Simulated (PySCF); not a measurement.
Work out the structure from these simulated measurements.

Formula: C6H9O2P.

- Rotational structure: rotational constants A, B, C: 1.916, 1.236, 1.100 GHz [PBE0-D3(BJ)/def2-SVP]
- 1H NMR: chemical shifts (computed TMS as zero) by class: 4.07 (2 H), 3.38 (2 H), 2.64 (1 H), 1.80 (2 H), 1.60 (2 H) ppm [GIAO B3LYP/pcSseg-1]
- Dipole: 4.19 D [B3LYP/def2-SVPD]
- 13C NMR: chemical shifts (computed TMS as zero) by class: 95.0 (1 C), 82.6 (1 C), 68.6 (2 C), 36.9 (2 C) ppm [GIAO B3LYP/pcSseg-1]
- NMR, other nuclei: isotropic shieldings of nuclei other than C and H, by class: 209 (1 O), 277 (1 O), 319 (1 P) ppm [GIAO B3LYP/pcSseg-1]
- Triplet: lowest triplet excitation (Tamm–Dancoff): 4.94 eV [TDA B3LYP/def2-SVPD]

Electronic properties: PySCF, gas phase, density fitting. Levels stand in brackets. The structure is a single PBE0-D3(BJ)/def2-SVP conformer in the gas phase; no vibrational or solvent corrections. NMR classes are plain means over equivalent atoms (diastereotopic ones count apart unless rotation or inversion swaps them), as if these changed places fast.

Question: What is the compound? Reason from the data.

Answer: Numbering: `[CH:1]#[C:2][P:3]1(=[O:4])[CH2:5][CH2:6][O:7][CH2:8][CH2:9]1`. 6 carbons fall into 4 classes; from least to most shielded: terminal alkyne carbon [C1] (95.0 ppm), alkyne carbon [C2] (82.6 ppm), ring sp3 carbon bound to oxygen [C6/C8] (68.6 ppm, 2 C), ring sp3 carbon bound to phosphorus [C5/C9] (36.9 ppm, 2 C). Hydrogen classes from least to most shielded: 2 H on 2 like atoms (sp3 carbon bound to oxygen), C6/C8 (4.07 ppm), 2 H on 2 like atoms (sp3 carbon bound to oxygen), C6/C8 (3.38 ppm), 1 H on a terminal alkyne carbon, C1 (2.64 ppm), 2 H on 2 like atoms (sp3 carbon bound to phosphorus), C5/C9 (1.80 ppm), 2 H on 2 like atoms (sp3 carbon bound to phosphorus), C5/C9 (1.60 ppm). The other shieldings belong to: 209 ppm, phosphoryl oxygen [O4]; 277 ppm, cyclic ether oxygen [O7]; 319 ppm, phosphoryl phosphorus [P3]. The optimised geometry has point group Cs and is an asymmetric top. Structure: `C#CP1(=O)CCOCC1`. Computed isomers that give other values at the same levels: `C#CC[P@](=O)(O)CC=C` (rotational constant A: 2.178 GHz; this holds for the one conformer computed); `CP(CO)c1ccco1` (rotational constant A: 2.430 GHz; this holds for the one conformer computed). The assignments are read from this structure; whether some other isomer fits the data as well wasn't checked.
